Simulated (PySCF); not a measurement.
Al(CF3)(Me)2 (C3H6AlF3), SMILES [CH3][Al]([CH3])[C](F)(F)F.

Geometry: ωB97X-D3(BJ)/def2-SVP.

Method: PBE/def2-TZVP run with PySCF.

Gas-phase values at a fixed geometry.

Question: Estimate the frontier levels, gap, dipole moment and polarisability. (The exact figures need the calculation; the answer reports its results.)

Answer: 
* **highest occupied level**: -6.72 eV
* **lowest empty level**: -1.97 eV
* **orbital gap**: 4.74 eV
* **dipole moment**: 2.85 D
* **quadrupole, principal values (traceless, Buckingham form, about the centre of nuclear charge)**: -2.65, -1.56, 4.21 D·Å
* **mean static polarisability**: 65.8 bohr³ (9.75 Å³)
* **polarisability, principal values**: 55.6, 67.4, 74.3 bohr³
